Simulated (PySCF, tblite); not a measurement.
Compound: C₆H₉FO.
Bonds: C1–C2 (double), C2–F3, C2–C4, C4–O5 (double), C4–C6, C6–C7, C6–C8. Hydrogens: H9, H10 on C1; H11 on C6; H12, H13, H14 on C7; H15, H16, H17 on C8.

Computed with GFN2-xTB (tblite), gas phase: Langevin dynamics at 400 K from the optimised GFN2-xTB geometry, time step 0.5 fs, friction 0.01 fs⁻¹, 2000 steps. Over the second half of the run the saved frames average 461 K.

Frame at 250 fs, instantaneous temperature 482 K:
```
atom  x, y, z in Å
C1      2.712   -0.162   -0.245
C2      1.417   -0.062   -0.343
F3      0.868    0.555   -1.440
C4      0.209   -0.467    0.555
O5      0.422   -0.810    1.679
C6     -1.135   -0.209    0.005
C7     -2.251   -0.945    0.611
C8     -1.363    1.294    0.324
H9      3.080   -0.764    0.517
H10     3.443    0.336   -0.859
H11    -1.075   -0.193   -1.077
H12    -2.011   -2.003    0.866
H13    -3.105   -0.759    0.040
H14    -2.467   -0.474    1.584
H15    -2.402    1.505    0.120
H16    -0.676    1.921   -0.259
H17    -1.278    1.557    1.409
```

Frame at 425 fs, instantaneous temperature 473 K:
```
atom  x, y, z in Å
C1      2.492    0.281    0.396
C2      1.180    0.349   -0.046
F3      0.839    0.787   -1.291
C4      0.134   -0.269    0.710
O5      0.404   -0.768    1.777
C6     -1.279   -0.091    0.207
C7     -2.195   -1.209    0.682
C8     -1.770    1.420    0.575
H9      2.624   -0.127    1.458
H10     3.293    0.606   -0.314
H11    -1.228   -0.182   -0.898
H12    -2.214   -2.076   -0.058
H13    -3.224   -0.814    0.773
H14    -1.973   -1.550    1.688
H15    -2.780    1.512    0.204
H16    -1.042    2.057    0.053
H17    -1.833    1.528    1.718
```

Frame at 625 fs, instantaneous temperature 393 K:
```
atom  x, y, z in Å
C1      2.101    0.725    1.357
C2      1.191    0.451    0.405
F3      1.123    0.986   -0.832
C4     -0.126    0.023    0.929
O5     -0.280   -0.332    2.099
C6     -1.242   -0.100   -0.133
C7     -1.829   -1.471    0.044
C8     -2.268    1.043   -0.091
H9      1.794    0.318    2.312
H10     3.148    0.982    1.113
H11    -0.866   -0.070   -1.180
H12    -1.077   -2.170    0.404
H13    -2.371   -1.904   -0.906
H14    -2.600   -1.536    0.903
H15    -2.954    1.122   -0.958
H16    -1.746    1.995   -0.242
H17    -2.997    1.143    0.744
```

Frame at 800 fs, instantaneous temperature 477 K:
```
atom  x, y, z in Å
C1      1.857    1.102    1.515
C2      0.830    0.790    0.755
F3      0.701    1.192   -0.530
C4     -0.301   -0.177    1.078
O5     -0.201   -0.748    2.174
C6     -1.434   -0.272    0.145
C7     -2.169   -1.609    0.389
C8     -2.446    0.869    0.486
H9      1.792    0.704    2.550
H10     2.717    1.600    1.125
H11    -1.019   -0.243   -0.828
H12    -2.620   -1.477    1.365
H13    -1.522   -2.413    0.230
H14    -3.093   -1.718   -0.284
H15    -3.414    0.766   -0.127
H16    -2.072    1.825    0.077
H17    -2.508    0.765    1.525
```

Frame at 1000 fs, instantaneous temperature 459 K:
```
atom  x, y, z in Å
C1      1.173    1.878    1.758
C2      0.390    1.217    0.996
F3      0.124    1.649   -0.355
C4     -0.445    0.083    1.256
O5     -0.165   -0.733    2.116
C6     -1.656   -0.008    0.326
C7     -2.212   -1.336    0.245
C8     -2.496    1.035    1.017
H9      1.316    1.454    2.786
H10     1.783    2.795    1.787
H11    -1.566    0.318   -0.702
H12    -2.811   -1.634    1.146
H13    -1.462   -2.086    0.145
H14    -2.915   -1.491   -0.667
H15    -3.528    0.853    0.611
H16    -2.271    2.127    0.974
H17    -2.649    0.747    2.039
```

Q: What do single points at PBE0/pcSseg-1 (PySCF, gas phase) give on these frames?

A: 
| t (fs) | GFN2-xTB E above start (eV) | DFT E above lowest frame (eV) | HOMO (eV) | LUMO (eV) | dipole (D) |
| --- | --- | --- | --- | --- | --- |
| 250 | 0.75 | 0.06 | -7.61 | -1.63 | 1.26 |
| 425 | 0.78 | 0.00 | -7.59 | -2.12 | 1.25 |
| 625 | 1.05 | 0.33 | -7.67 | -2.20 | 1.44 |
| 800 | 0.77 | 0.08 | -7.66 | -1.91 | 1.50 |
| 1000 | 1.24 | 0.64 | -7.61 | -1.85 | 1.71 |

The two levels order the frames alike by energy but for pairs within 0.08 eV at one level; measured from each level's lowest frame they differ by 0.15 eV at most. The HOMO–LUMO gap runs from 5.47 to 5.98 eV. These are instantaneous structures, not minima.

Q: And the isotropic GIAO shieldings (ppm) from the same runs?

A: 
```tsv
atom	250 fs	425 fs	625 fs	800 fs	1000 fs	mean	range
C1	94.0	56.0	67.2	85.9	86.5	77.9	38.0
C2	17.3	7.6	11.9	15.5	27.6	16.0	20.0
F3	267.3	292.7	287.3	290.1	244.5	276.4	48.2
C4	-17.8	-15.5	-28.8	-32.4	-20.4	-23.0	16.9
O5	-282.9	-289.1	-292.6	-353.9	-276.2	-298.9	77.7
C6	152.8	144.8	150.3	151.8	149.5	149.8	8.0
C7	171.1	168.4	157.5	162.7	166.8	165.3	13.6
C8	153.5	154.0	168.5	159.6	162.8	159.7	15.0
H9	27.3	22.9	24.2	25.1	25.7	25.0	4.4
H10	26.4	24.8	25.7	26.4	25.5	25.8	1.6
H11	28.2	28.0	27.4	29.2	27.4	28.0	1.8
H12	29.7	29.4	30.3	30.0	30.0	29.9	0.9
H13	31.5	30.5	28.6	31.3	30.6	30.5	2.9
H14	30.4	29.5	28.6	29.6	29.0	29.4	1.8
H15	30.6	30.4	30.0	28.9	29.7	29.9	1.7
H16	29.5	29.3	30.4	29.3	29.5	29.6	1.1
```

The cost below is that of the whole dynamics run. Hardware: one thread of an Arm Neoverse N1, no GPU (shared host). Cost: 18 s wall, 0.18 GiB resident at most.
